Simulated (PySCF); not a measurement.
PySCF 2.14 output of an unrestricted PBE calculation on a single atom or ion in aug-cc-pVTZ with one added diffuse shell each of s, p, d, f, g type (9s8p6d4f3g, 118 functions), with the non-relativistic Hamiltonian (point nucleus):

```
SCF conv_tol = 1e-09
number electrons alpha = 15  beta = 9
    J. P. Perdew, K. Burke, and M. Ernzerhof.,  Phys. Rev. Lett. 77, 3865 (1996)
    J. P. Perdew, K. Burke, and M. Ernzerhof.,  Phys. Rev. Lett. 78, 1396 (1997)
    J. P. Perdew, K. Burke, and M. Ernzerhof.,  Phys. Rev. Lett. 77, 3865 (1996)
    J. P. Perdew, K. Burke, and M. Ernzerhof.,  Phys. Rev. Lett. 78, 1396 (1997)
cycle= 1 E= -1262.37751102131  delta_E= -0.0112  |g|= 0.0525  |ddm|= 1.14
cycle= 2 E= -1262.37741581242  delta_E= 9.52e-05  |g|= 0.0596  |ddm|= 0.233
cycle= 3 E= -1262.378017397  delta_E= -0.000602  |g|= 0.000673  |ddm|= 0.128
cycle= 4 E= -1262.37801752959  delta_E= -1.33e-07  |g|= 0.000186  |ddm|= 0.00212
cycle= 5 E= -1262.37801753637  delta_E= -6.78e-09  |g|= 2.48e-06  |ddm|= 0.000378
cycle= 6 E= -1262.37801753637  delta_E= -2.05e-12  |g|= 1.47e-07  |ddm|= 9.38e-06
converged SCF energy = -1262.37801753637  <S^2> = 12.000268  2S+1 = 7.0000765
```

The run itself started from symmetry-adapted Hartree-Fock orbitals and held the occupation by maximum overlap, on a logarithmic radial grid, so the iterations belong to that start.

Task: Which element, charge and spin multiplicity is this?

Result: Fe(2+) (iron, charge +2), multiplicity 7; the state was [Ar] 3d5 4s1, high-spin 7S determinant (an excited configuration).
